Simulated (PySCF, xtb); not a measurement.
C₅H₆BF, SMILES C(=C)(C#C)B(F)C. The values are those of a single conformer.

Harmonic wavenumbers (cm⁻¹) from GFN2-xTB in xtb at its own minimum, in rising order: 25, 53, 112, 199, 222, 314, 320, 381, 486, 525, 619, 623, 688, 729, 839, 855, 908, 929, 1069, 1239, 1268, 1382, 1397, 1479, 1485, 1611, 2248, 3013, 3034, 3051, 3091, 3128, 3394.

Task: What does PBE-D3(BJ)/def2-SVP run with PySCF give at its own minimum? (An estimate is asked for; the answer gives what the named calculation found.)

Result: 31, 52, 124, 220, 263, 339, 378, 394, 524, 560, 629, 642, 654, 715, 829, 848, 903, 933, 1051, 1227, 1292, 1329, 1369, 1380, 1388, 1594, 2141, 2972, 3045, 3076, 3094, 3180, 3408. Paired by order, the mean absolute difference is 29 cm⁻¹ and the zero-point energies are 58.2 and 58.0 kcal/mol.
